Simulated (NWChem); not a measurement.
System: C₂H₆Si; SMILES [SiH3]C=C

NWChem input:

```
start job
memory heap 200 mb stack 900 mb global 1100 mb
geometry units angstroms noautoz
  Si    -0.057545    -1.076692     0.000344
  C      0.529748     0.698904     0.000702
  C     -0.293272     1.753829    -0.000828
  H      0.467799    -1.812514    -1.191898
  H     -1.551856    -1.101167    -0.026197
  H      0.423496    -1.799082     1.219320
  H      1.611600     0.889897     0.002978
  H      0.081521     2.783790     0.000501
  H     -1.383331     1.638379    -0.003792
end
basis spherical
  * library 6-31g*
end
dft
  xc b3lyp
  grid xcoarse
  iterations 150
  mulliken
end
task dft gradient
```

Parts of the log:

```
             Northwest Computational Chemistry Package (NWChem) 7.3.0
             --------------------------------------------------------

 C1  symmetry detected

                             Geometry "geometry" -> ""
                             -------------------------

 Output coordinates in angstroms (scale by  1.889725989 to convert to a.u.)

  No.       Tag          Charge          X              Y              Z
 ---- ---------------- ---------- -------------- -------------- --------------
    1 Si                  14.0000    -0.07238353    -1.08383209    -0.00002074
    2 C                    6.0000     0.52576947     0.68813499    -0.00018769
    3 C                    6.0000    -0.29077761     1.74807924     0.00009088
    4 H                    1.0000     0.44628968    -1.82248224    -1.19343407
    5 H                    1.0000    -1.56686190    -1.09915001    -0.02386539
    6 H                    1.0000     0.40642798    -1.80953609     1.21786410
    7 H                    1.0000     1.60877292     0.87250051     0.00018871
    8 H                    1.0000     0.09031623     2.77572596     0.00105363
    9 H                    1.0000    -1.38152661     1.63930576    -0.00093580

 Effective nuclear repulsion energy (a.u.)      97.6507416841

                                 NWChem DFT Module
                                 -----------------

 Summary of "ao basis" -> "ao basis" (spherical)
 ------------------------------------------------------------------------------
       Tag                 Description            Shells   Functions and Types
 ---------------- ------------------------------  ------  ---------------------
 Si                          6-31g*                  8       18   4s3p1d
 C                           6-31g*                  6       14   3s2p1d
 H                           6-31g*                  2        2   2s

            General Information
            -------------------
          SCF calculation type: DFT
          Wavefunction type:  closed shell.
          No. of atoms     :     9
          No. of electrons :    32
           Alpha electrons :    16
            Beta electrons :    16
          Charge           :     0
          Spin multiplicity:     1
          Use of symmetry is: off; symmetry adaption is: off
          Maximum number of iterations: 150
          AO basis - number of functions:    58
                     number of shells:    32
          Convergence on energy requested:  1.00D-06
          Convergence on density requested:  1.00D-05
          Convergence on gradient requested:  5.00D-04

              XC Information
              --------------
                         B3LYP Method XC Potential
                     Hartree-Fock (Exact) Exchange  0.200
                        Slater Exchange Functional  0.800 local
                    Becke 1988 Exchange Functional  0.720 non-local
              Lee-Yang-Parr Correlation Functional  0.810
                  VWN I RPA Correlation Functional  0.190 local

             Grid Information
             ----------------
          Grid used for XC integration:  xcoarse
          Radial quadrature: Mura-Knowles
          Angular quadrature: Lebedev.
          Tag              B.-S. Rad. Rad. Pts. Rad. Cut. Ang. Pts.
          ---              ---------- --------- --------- ---------
          Si                  1.10       42           9.0       194
          C                   0.70       21           9.0       194
          H                   0.35       21          11.0       194
          Grid pruning is: on
          Number of quadrature shells:   210
          Spatial weights used:  Erf1

      Superposition of Atomic Density Guess
      -------------------------------------

 Sum of atomic energies:        -367.12721105

      Non-variational initial energy
      ------------------------------

 Total energy =    -368.575327
 1-e energy   =    -697.996176
 2-e energy   =     231.770108
 HOMO         =      -0.319986
 LUMO         =       0.001488

     ---------------------------------------------
      Total Density - Mulliken Population Analysis
     ---------------------------------------------

    Atom       Charge   Shell Charges
 -----------   ------   -------------------------------------------------------
    1 Si  14    13.62   2.00  2.00  5.97  0.98  1.71  0.30  0.53  0.12
    2 C    6     6.45   2.00  0.74  1.95  0.62  1.11  0.03
    3 C    6     6.40   2.00  0.74  1.90  0.62  1.11  0.03
    4 H    1     1.06   0.47  0.59
    5 H    1     1.06   0.47  0.59
    6 H    1     1.06   0.47  0.59
    7 H    1     0.77   0.46  0.31
    8 H    1     0.78   0.47  0.32
    9 H    1     0.79   0.47  0.32

   convergence    iter        energy       DeltaE   RMS-Dens  Diis-err
 ---------------- ----- ----------------- --------- --------- ---------
 d= 0,ls=0.0,diis     1   -369.2521538027 -4.67D+02  8.33D-03  2.10D-01
 d= 0,ls=0.0,diis     2   -369.2781493987 -2.60D-02  2.76D-03  1.30D-02
 d= 0,ls=0.0,diis     3   -369.2780903836  5.90D-05  1.42D-03  1.59D-02
 d= 0,ls=0.0,diis     4   -369.2800583526 -1.97D-03  4.60D-04  9.21D-04
 d= 0,ls=0.0,diis     5   -369.2801908157 -1.32D-04  9.78D-05  4.38D-05
  Resetting Diis
 d= 0,ls=0.0,diis     6   -369.2801971976 -6.38D-06  2.48D-05  3.07D-06
 d= 0,ls=0.0,diis     7   -369.2801976314 -4.34D-07  8.72D-06  7.84D-08

         Total DFT energy =     -369.280197631354
      One electron energy =     -700.917570988020
           Coulomb energy =      267.979168447414
    Exchange-Corr. energy =      -33.992536774863
 Nuclear repulsion energy =       97.650741684114

 Numeric. integr. density =       31.999368062047

                       DFT Final Molecular Orbital Analysis
                       ------------------------------------

 Vector   14  Occ=2.000000D+00  E=-3.418383D-01
              MO Center= -5.9D-01, -1.2D+00, -2.6D-02, r^2= 2.4D+00
   Bfn.  Coefficient  Atom+Function         Bfn.  Coefficient  Atom+Function
  ----- ------------  ---------------      ----- ------------  ---------------
     7      0.369359  1 Si px                50     -0.312364  5 H  s
    49     -0.277590  5 H  s                 48      0.160195  4 H  s
     3     -0.153918  1 Si px                52      0.149827  6 H  s
    47      0.145816  4 H  s                  8     -0.141726  1 Si py
    51      0.136551  6 H  s                 11      0.084131  1 Si px

 Vector   15  Occ=2.000000D+00  E=-3.183157D-01
              MO Center=  1.8D-01,  4.4D-01,  7.3D-04, r^2= 3.1D+00
   Bfn.  Coefficient  Atom+Function         Bfn.  Coefficient  Atom+Function
  ----- ------------  ---------------      ----- ------------  ---------------
     8      0.332840  1 Si py                22     -0.323151  2 C  py
    21     -0.201221  2 C  px                54     -0.194681  7 H  s
    56      0.189474  8 H  s                 36      0.181041  3 C  py
    53     -0.162707  7 H  s                 55      0.161824  8 H  s
    58     -0.160976  9 H  s                 26     -0.137456  2 C  py

 Vector   16  Occ=2.000000D+00  E=-2.741310D-01
              MO Center=  1.3D-01,  8.8D-01,  3.3D-03, r^2= 2.4D+00
   Bfn.  Coefficient  Atom+Function         Bfn.  Coefficient  Atom+Function
  ----- ------------  ---------------      ----- ------------  ---------------
    37      0.383534  3 C  pz                23      0.374771  2 C  pz
    41      0.274936  3 C  pz                27      0.257086  2 C  pz
    52     -0.167596  6 H  s                 48      0.164573  4 H  s
    51     -0.096146  6 H  s                 47      0.094251  4 H  s
     9     -0.086330  1 Si pz                15      0.058439  1 Si d -1

 Vector   17  Occ=0.000000D+00  E=-8.465663D-03
              MO Center=  6.4D-02,  9.3D-01, -2.9D-04, r^2= 2.7D+00
   Bfn.  Coefficient  Atom+Function         Bfn.  Coefficient  Atom+Function
  ----- ------------  ---------------      ----- ------------  ---------------
    41      0.581497  3 C  pz                27     -0.493696  2 C  pz
    37      0.424091  3 C  pz                23     -0.348545  2 C  pz
    52      0.302842  6 H  s                 48     -0.293845  4 H  s
    13     -0.280488  1 Si pz                 9     -0.152930  1 Si pz
    15     -0.091964  1 Si d -1              51      0.078518  6 H  s

 Vector   18  Occ=0.000000D+00  E= 4.442817D-02
              MO Center= -1.3D-01, -1.3D+00,  4.9D-04, r^2= 4.6D+00
   Bfn.  Coefficient  Atom+Function         Bfn.  Coefficient  Atom+Function
  ----- ------------  ---------------      ----- ------------  ---------------
    12      1.233831  1 Si py                24     -1.054861  2 C  s
    11      0.481166  1 Si px                26      0.395448  2 C  py
    38     -0.292048  3 C  s                 50      0.292040  5 H  s
    48      0.261803  4 H  s                 52      0.259985  6 H  s
     8      0.247531  1 Si py                10      0.246419  1 Si s

[...]

                         DFT ENERGY GRADIENTS

    atom               coordinates                        gradient
                 x          y          z           x          y          z
   1 Si     -0.136785  -2.048146  -0.000039    0.000347   0.001939  -0.000034
   2 C       0.993560   1.300387  -0.000355   -0.002726  -0.001192  -0.000007
   3 C      -0.549490   3.303391   0.000172    0.001233  -0.001758   0.000054
   4 H       0.843365  -3.443992  -2.255263    0.001129  -0.000991  -0.002118
   5 H      -2.960940  -2.077092  -0.045099   -0.002641   0.000219  -0.000061
   6 H       0.768038  -3.419527   2.301429    0.001052  -0.000946   0.002210
   7 H       3.040140   1.648787   0.000357    0.003951   0.000342  -0.000042
   8 H       0.170673   5.245361   0.001991    0.002130   0.003487   0.000002
   9 H      -2.610707   3.097839  -0.001768   -0.004475  -0.001102  -0.000004
```

Level: B3LYP/6-31G* (spherical d). Coordinates come from a PBE0/def2-SVP optimisation.
